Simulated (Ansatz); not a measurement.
# Ligand exchange: GeH2(CH3)Br + SiH3(SH) → GeH2(CH3)(SH) + SiH3Br

Species: GeH2(CH3)Br, singlet; SiH3(SH) (sulfanylsilane), singlet; GeH2(CH3)(SH), singlet; SiH3Br `[SiH3]Br`, singlet. The partners trade Br for SH: Ge–Br and Si–SH bonds give way to Ge–SH and Si–Br.

Shapes, held fixed at every level: PBE0-D4/def2-TZVP. Flexible molecules stand in one conformer, not always the lowest. Programs: Ansatz 0.2.0. The zero-point and thermal change to 298 K, harmonic and unscaled (PBE0-D4/def2-TZVP), is 0.0 kJ/mol.

(1) Estimate ΔH(298 K) of this reaction.

Results:

(1) The highest level, CCSD(T)/def2-TZVPP, gives ΔH(298 K) = +4.4 kJ/mol; the levels span +3.5 to +5.9. The column of differences is taken from that level and isn't an error. No measured value is set beside it here. Relativity is left out for Br, Ge. Outer-core shells of Br, Ge are correlated in most correlated rows, in sets that cover them unevenly.

| level | kind | ΔH(298 K) (kJ/mol) | less CCSD(T)/def2-TZVPP |
| --- | --- | --- | --- |
| BHLYP-D4/def2-TZVPP | global hybrid | +5.9 | +1.5 |
| wB97M-V/def2-TZVPP | range-separated hybrid | +5.1 | +0.7 |
| wB97X-V/def2-TZVPP | range-separated hybrid | +5.6 | +1.2 |
| MP2/def2-SVP | perturbation theory | +4.3 | -0.1 |
| MP2/def2-TZVPP | perturbation theory | +3.5 | -0.9 |
| CCSD/def2-SVP | coupled cluster or CI | +4.7 | +0.3 |
| CCSD/def2-TZVPP | coupled cluster or CI | +4.6 | +0.2 |
| CCSD(T)/def2-TZVPP | coupled cluster or CI | +4.4 | 0.0 |
